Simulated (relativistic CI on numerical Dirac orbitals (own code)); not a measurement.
Slater and spin-orbit integrals, Ce²⁴⁺

Method of calculation: Dirac-Coulomb-Breit CI, separate exchange-only KLI orbitals for each configuration, model QED, unscaled Slater integrals (own radial code, finite nucleus).

Slater integrals F^k, G^k are unscaled and averaged over j, outside the closed core [Ar] 3d10; ζ comes from projecting the Hamiltonian with its Breit term on Σ l·s of the shell.

- 4s2 4p4: F^2(4p,4p) = 172580, ζ(4p) = 131600 cm⁻¹; <r>(4p) = 0.5979, <r^2>(4p) = 0.4036 (bohr units).
- 4s 4p5: G^1(4s,4p) = 226220, ζ(4p) = 131460 cm⁻¹; <r>(4s) = 0.5814, <r^2>(4s) = 0.3794, <r>(4p) = 0.5981, <r^2>(4p) = 0.4039 (bohr units).
- 4s2 4p3 4d: F^2(4p,4p) = 172560, ζ(4p) = 131910, F^2(4p,4d) = 168030, G^1(4p,4d) = 210560, G^3(4p,4d) = 134460, ζ(4d) = 15701 cm⁻¹; <r>(4p) = 0.5979, <r^2>(4p) = 0.4036, <r>(4d) = 0.61, <r^2>(4d) = 0.4246 (bohr units).

Averages of the first 10 configurations, taken without configuration mixing, which lowers the lowest level and can move excited configurations by several eV; other configurations of the list can lie among them:

```tsv
Configuration	Parity	States	Average energy above the lowest level (eV)
4s2 4p4	even	15	19.8
4s 4p5	odd	12	103.9
4s2 4p3 4d	odd	200	132.4
4p6	even	1	195.8
4s 4p4 4d	even	300	213.2
4s2 4p3 4f	even	280	250.6
4s 4p4 4f	odd	420	331.7
4p5 4d	odd	60	301.7
4s 4p3 4d2	odd	1800	324.7
4s2 4p2 4d 4f	odd	2100	363.7
```
